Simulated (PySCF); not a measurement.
Deuteron quadrupole couplings in `C#CC[C@@](C)(C#C)S[SiH3]`

C₇H₁₀SSi.
Geometry (GFN2-xTB, Å), atoms numbered from 1 in this order:
```xyz
19
C7H10SSi angstrom
C      3.3731    1.0967   -0.4135
C      2.4316    0.5057   -0.8560
C      1.2799   -0.2129   -1.3577
C      0.0992   -0.1481   -0.3710
C      0.4555   -0.7933    0.9622
C     -0.3260    1.2195   -0.1907
C     -0.7154    2.3450   -0.0647
S     -1.2863   -1.1006   -1.2008
Si    -2.9178   -0.9964    0.1757
H      4.2083    1.6150   -0.0480
H      1.5427   -1.2612   -1.5231
H      0.9702    0.2171   -2.3139
H      1.3468   -0.3146    1.3669
H     -0.3581   -0.6778    1.6764
H      0.6568   -1.8537    0.8211
H     -1.0317    3.3380    0.0540
H     -3.0346    0.3745    0.6499
H     -2.6692   -1.9134    1.2851
H     -4.0347   -1.4304   -0.6442
```

Level: PBE0/pcSseg-1 (PySCF, non-relativistic); Q(2H) = 0.00286 b; rigid geometry, the same for H and D, with no vibrational averaging.

**Question.** Rank these positions by the coupling χzz of a deuteron there, largest first.
A. H12 (methylene hydrogen)
B. H17 (Si–H hydrogen)
C. H15 (methyl hydrogen)
D. H10 (alkyne hydrogen)

**Answer.** D (267 kHz), C (208 kHz), A (198 kHz), B (112 kHz).

**Question.** Tabulate Vzz, the asymmetry η and χzz = 234.96 MHz × Q × Vzz for every hydrogen position.

**Answer.** 
```
atom  bonded to  bond length (Å)  Vzz (au)     η  χzz (kHz)
 H10         C1            1.049    0.3976  0.01        267
 H11         C3            1.093    0.2968  0.03        199
 H12         C3            1.093    0.2953  0.03        198
 H13         C5            1.090    0.3043  0.03        204
 H14         C5            1.089    0.3103  0.04        209
 H15         C5            1.089    0.3102  0.03        208
 H16         C7            1.049    0.3968  0.00        267
 H17        Si9            1.455    0.1671  0.01        112
 H18        Si9            1.461    0.1634  0.01        110
 H19        Si9            1.452    0.1699  0.02        114
```

**Question.** Average by the element that carries the hydrogen.

**Answer.** on C: 222 kHz over 7 positions, mean bond length 1.079 Å; on Si: 112 kHz over 3 positions, mean bond length 1.456 Å.

Geometry: GFN2-xTB, one conformer, isolated molecule. GFN2-xTB bond lengths can be off by several hundredths of an ångström, more for odd bonds, and the gradients follow them. The small basis limits the accuracy of the gradients.
